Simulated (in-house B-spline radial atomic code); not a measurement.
# RPA and G0W0 on Hartree-Fock: In IX (In8+)

Configuration [Kr] 4d5, highest spin, mean-field start Hartree-Fock. Computed with a B-spline radial code for spherical atoms: all electrons, scalar-relativistic (spin-free one-electron X2C), finite nucleus, each spin shell either full or empty, empty states to l = 9 with an (l + 1/2)⁻⁴ tail; G0W0 by contour deformation at full frequency.

Command:
```bash
python run_gw.py task.json out
```
Settings (radii: box in bohr, nucleus in fm):
```
Z                        49
electrons                41
configuration            [Kr] 4d5
hamiltonian              x2c
method                   hf
lmax                     9
rms_radius               4.6156
spin_polarised           True
box_radius               7.7
intervals                66
```

Time taken, with all properties: 6.1 s on 1 thread of Arm Neoverse N1, with other jobs on the host.

Energies (hartree):

| term | value |
| --- | --- |
| mean-field total | -5859.83448 |
| Hartree-Fock functional on these orbitals | -5859.83448 |
| direct second order | -3.2643 |
| second-order exchange | 0.94317 |
| SOSEX correction | 0.89948 |

What is the RPA correlation energy, and what remains with SOSEX?

RPA gives -2.9933 hartree (-1.99 eV per electron); RPA + SOSEX gives -2.0938, and the second-order doubles (MP2) -2.3212 hartree. RPA lacks exchange-type terms and so overcorrelates at short range.

Quasi-particle levels (eV):

```
  level  occupied  mean field  Σx - vxc     Σc  QP weight     G0W0
  4d up       yes     -158.29      0.00      ?          ?        ?
4p down       yes     -217.56      0.00  -0.85      0.975  -218.42
  4p up       yes     -233.75      0.00   6.72      0.867  -227.03
4s down       yes     -269.15      0.00   4.98      0.916  -264.17
4d down        no     -127.62      0.00  -3.27      0.980  -130.89
```

G0W0 = mean field + (Σx - vxc) + Σc, with Σc (partial-wave tail included) taken at the quasi-particle energy. Only the outer levels were computed.

Where does G0W0 put 4d up?

At -158.67 eV, with Σc = -0.39 eV and a quasi-particle weight of 0.979. The tabulated removal energy is 156 ± 2.2 eV (NIST, tabulated theory); the calculation leaves out spin-orbit coupling, Breit and QED terms, and what these don't explain is the method's own error.
